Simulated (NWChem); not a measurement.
System: CH₃O₂ cation; SMILES O=C[OH2+]

```xyz
6

O     -0.2910     1.2129    -0.0011
C      0.4593     0.3471    -0.0034
O     -0.1514    -1.1087    -0.0258
H      1.5530     0.2073    -0.0154
H      0.3529    -1.9229     0.1766
H     -1.1226    -1.2009     0.0741
```
Atoms are numbered in this order, from 1.

Computed with NWChem. Medium grid unless said otherwise, to which SCAN and Minnesota functionals are sensitive. Geometry: optimised at PBE0/def2-SVP.

Q: Order these by “orbital gap (eV)”, lowest first: BP86/def2-SVP; LC-wPBE (HJS exchange hole, range parameter 0.4 per bohr)/def2-SVP; MN15-L/def2-SVP; LC-BLYP (range parameter 0.33 per bohr)/def2-SVP; B3LYP/def2-SVP.

A: BP86/def2-SVP (6.34), MN15-L/def2-SVP (7.74), B3LYP/def2-SVP (8.66), LC-BLYP (range parameter 0.33 per bohr)/def2-SVP (13.78), LC-wPBE (HJS exchange hole, range parameter 0.4 per bohr)/def2-SVP (14.70)
